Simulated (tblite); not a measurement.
GeO, triplet, geometry from GFN2-xTB (the spin is typed, not shown lowest); IPEA1-xTB in tblite 0.6.0.

Here is a job for tblite.
```
$ tblite run mol.xyz --method ipea1 --charge 0 --spin 2 --json tblite.json --no-restart

# file mol.xyz
2

Ge    -0.00000000    -0.00000000    -0.33477338
O      0.00000000     0.00000000     1.33909353
```

It wrote (shortened):

```
xTB calculator
 | screened Coulomb repulsion
 | Coulomb electrostatics
 |  * isotropic Klopman-Ohno-Mataga-Nishimoto electrostatics
 |  * onsite third-order electrostatics
 | DFT-D3(BJ) dispersion correction

halogen bonding energy    0.0000000000000E+00 Eh
repulsion energy          1.6559730930324E-02 Eh
dispersion energy        -2.1987533199920E-04 Eh
number of electrons       1.0000000000000E+01 e
integral cutoff           4.0000000000000E+01 bohr

------------------------------------------------------------
  cycle        total energy    energy error   density error
------------------------------------------------------------
      1     -6.434514041815  -6.4508539E+00   5.1766286E-01
      2     -6.130762435956   3.0375161E-01   6.1866132E-01
      3     -6.545309223852  -4.1454679E-01   3.1278805E-01
      4     -6.641297903162  -9.5988679E-02   7.7198022E-02
      5     -6.646366660226  -5.0687571E-03   2.4881584E-02
      6     -6.647120252968  -7.5359274E-04   8.8643345E-03
      7     -6.647190367145  -7.0114178E-05   1.3440095E-03
      8     -6.647190635640  -2.6849478E-07   3.7907017E-05
      9     -6.647190636248  -6.0772898E-10   2.2964061E-05
     10     -6.647190636295  -4.6676440E-11   4.2743779E-06
------------------------------------------------------------

electronic energy        -6.6635304918929E+00 Eh
total energy             -6.6471906362945E+00 Eh

Post processing:
 | Mayer-Wiberg bond orders

[Info] JSON dump of results written to 'tblite.json'
```
